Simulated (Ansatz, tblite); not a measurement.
Cost and result up the ladder for [VO4]3- (VO₄³⁻) (5 atoms). Total charge -3; singlet. Geometry: r2SCAN-D4/def2-SVPD.

Cartesian coordinates in Å:
```
V 0.000 0.000 0.000
O 0.917 -1.482 0.075
O -0.988 0.000 -1.438
O 1.093 1.359 -0.045
O -1.022 0.123 1.408
```

Ansatz on 4 threads of Intel Xeon on a shared host; xTB runs through tblite on one thread. Times are rough, summed over both states, and most runs start from the orbitals of an earlier one. No level here is sound enough to serve as a yardstick. The other state is a triplet.

The xTB rows come from tblite. A multiply charged anion in the gas phase is held together partly by the finite basis. HOMO above LUMO, or a gap near zero within one spin, warns that the state may not be the lowest or that an electron is smeared out.

xTB has no spin-polarisation term.

```tsv
level	functions	wall time
GFN2-xTB	25	0.025 s
GFN1-xTB	25	0.039 s
PBE-D4/def2-TZVPD (with forces)	208	61 s
PBE0-D4/def2-TZVPD	208	69 s
```

(1) Estimate what each level gives for the vertical triplet (eV).

Answers

(1) 
```json
{"level": "GFN2-xTB", "vertical triplet (eV)": "3.68", "remarks": "–"}
{"level": "GFN1-xTB", "vertical triplet (eV)": "3.68", "remarks": "–"}
{"level": "PBE-D4/def2-TZVPD (with forces)", "vertical triplet (eV)": "0.15", "remarks": "HOMO above zero (singlet), HOMO above zero (triplet), gap within one spin near zero (triplet), restricted singlet, untested (singlet)"}
{"level": "PBE0-D4/def2-TZVPD", "vertical triplet (eV)": "0.38", "remarks": "HOMO above zero (singlet), HOMO above zero (triplet), restricted singlet, untested (singlet)"}
```
